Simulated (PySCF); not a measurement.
A GIAO shielding run with PySCF (density fitting, non-relativistic, gas phase) on `C#CC#C[Si@@H](C[SiH3])[SiH2]N`, C5H11NSi3:

```
$ OMP_NUM_THREADS=1 python probes_run.py task.json out

{"job": {"kind": "nmr", "xc": "PBE0", "basis": "pcSseg-1"}, "charge": 0, "multiplicity": 1}
C      5.572195    -1.030571     0.049508
C      4.391665    -0.839258    -0.102079
C      3.060463    -0.632082    -0.273168
C      1.870192    -0.453435    -0.435835
Si     0.052022    -0.166360    -0.634177
C     -0.785832    -1.326340     0.640889
Si    -2.678510    -1.266058     0.686390
Si    -0.439935     2.061050    -0.279414
N     -1.959137     2.319909    -1.056553
H      6.599216    -1.195199     0.179543
H     -0.257254    -0.701337    -1.976521
H     -0.469737    -2.350655     0.440152
H     -0.403503    -1.087006     1.634764
H     -3.226042    -1.484072    -0.656312
H     -3.208822    -2.287426     1.593755
H     -3.116870     0.053730     1.161685
H     -0.425036     2.433404     1.152287
H      0.454254     3.010200    -0.949824
H     -2.723184     1.691559    -0.866943
H     -2.311294     3.260626    -1.131780
```

Hardware: 1 thread of an Arm Neoverse N1, shared host. The job also computes population analyses, field gradients.

Q: How large is the calculation?

A: 90 electrons, 229 basis functions and 1252 auxiliary functions.

Q: How long does it take, and how much memory does it need?

A: 93 s of wall time, with 15 SCF cycles and 5 response iterations; peak memory 1.1 GiB. Times on a shared host scatter by some tens of per cent.
